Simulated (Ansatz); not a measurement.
Computed with Ansatz on PBE0-D4/def2-TZVP structures; ΔE is electronic, products minus reactants. CCSD(T)/CBS adds triple-zeta CCSD(T) − MP2 to the extrapolated MP2 energy (def2 sets, frozen cores). This one scheme is used for every species. Functionals use def2-TZVPP. HSE06 is defined as in plane-wave codes. One conformer a species, not always the lowest.

Reaction (hydrogenolysis of the Si–S bond): `O[Si]([SiH3])(S)Cl` + H₂ → `O[SiH]([SiH3])Cl` + H₂S

`O[Si]([SiH3])(S)Cl`:

Cartesian coordinates in Å:
```
O -1.201 -1.529 0.536
Si -0.600 -0.211 -0.219
Si 1.225 0.555 1.013
S -0.119 -0.780 -2.223
Cl -2.002 1.305 -0.316
H -1.940 -1.985 0.125
H 0.800 0.956 2.379
H 1.792 1.731 0.303
H 2.251 -0.516 1.096
H -0.208 0.474 -2.696
```

H₂:

```xyz
2

H     0.035   -0.371   -0.022
H    -0.035    0.371    0.022
```

`O[SiH]([SiH3])Cl`:

Z-matrix (Å, degrees):
```
Si
Si 1 2.335
Cl 1 2.068 2 108.6
O 1 1.639 2 107.4 3 -119.7
H 1 1.486 2 114.5 3 116.6
H 2 1.487 1 110.4 3 -179.5
H 2 1.485 1 109.5 3 59.7
H 2 1.487 1 108.6 3 -59.9
H 4 0.959 1 118.4 2 180.0
```

H₂S:

Z-matrix (Å, degrees):
```
S
H 1 1.341
H 1 1.341 2 92.3
```

Question: Is it downhill or uphill in electronic energy at CCSD(T)/CBS, and by how much? (Estimate.)

Answer: Ansatz gave: Uphill: ΔE = +50.3 kJ/mol.

Question: What do these levels give: revPBE-D4, r2SCANh-D4, BHLYP-D4, CAM-B3LYP-D4, PBE-QIDH, r2SCAN, r2SCANh, HSE06, RPA@PBE/def2-TZVPP, CCSD(T)/def2-SVP, SCS-MP2/def2-TZVPP, MP2/def2-QZVPP? (Best estimate.)

Answer: Computed: revPBE-D4 62.9, r2SCANh-D4 55.0, BHLYP-D4 45.9, CAM-B3LYP-D4 42.9, PBE-QIDH 49.5, r2SCAN 54.2, r2SCANh 52.5, HSE06 45.4, RPA@PBE/def2-TZVPP 38.3, CCSD(T)/def2-SVP 31.7, SCS-MP2/def2-TZVPP 45.9, MP2/def2-QZVPP 58.8 kJ/mol.

Question: What do rigid-rotor, harmonic-oscillator terms from PBE0-D4/def2-TZVP frequencies (298.15 K, 1 bar) make of the CCSD(T)/CBS value? (An estimate is asked.)

Answer: The calculation gave: ΔZPE = +9.2 kJ/mol, ΔH = +55.6 kJ/mol, ΔS = 33 J/(mol·K), ΔG = +45.7 kJ/mol.

Largest T1 diagnostic among the species: 0.012.

From BLYP to BHLYP (50 % exact exchange), in def2-TZVPP and without D4, ΔE moves by −4.1 kJ/mol. In def2-TZVPP, CCSD(T) changes the Hartree–Fock value by +24.4 kJ/mol (the triples alone add +6.5 kJ/mol) and MP2 by +35.6 kJ/mol. Leaving LDA and LC-ωPBE aside and taking each functional with its dispersion term where it has one, the values, not all of them listed here, spread over 20.1 kJ/mol, from B2PLYP to revPBE-D4. LDA lies +5.4 kJ/mol from PBE without D4.
